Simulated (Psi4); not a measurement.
Pair of molecules, SMILES Cl with SMILES C#N (the first has 2 atoms); geometry from B3LYP-D3(BJ)/def2-TZVP, rigid monomers moved along the line of their centres of mass till H2···N4 is 3.66 Å.
(charge 0, multiplicity 1):
```csv
atom,x (Å),y (Å),z (Å)
Cl,-0.3407,-1.5326,-0.6312
H,-0.2715,-0.8022,0.4350
C,-0.0161,1.9150,4.3900
N,-0.0764,1.2665,3.4497
H,0.0403,2.5196,5.2677
```

Computed with SAPT0/jun-cc-pV(D+d)Z (Psi4 1.11).

Question: Give the four SAPT terms and the total, and say what mostly holds the pair together.

Answer: electrostatics -6.0, exchange 0.1, induction -0.3, dispersion -0.5, total -6.7 kJ/mol; the largest attraction is electrostatics.
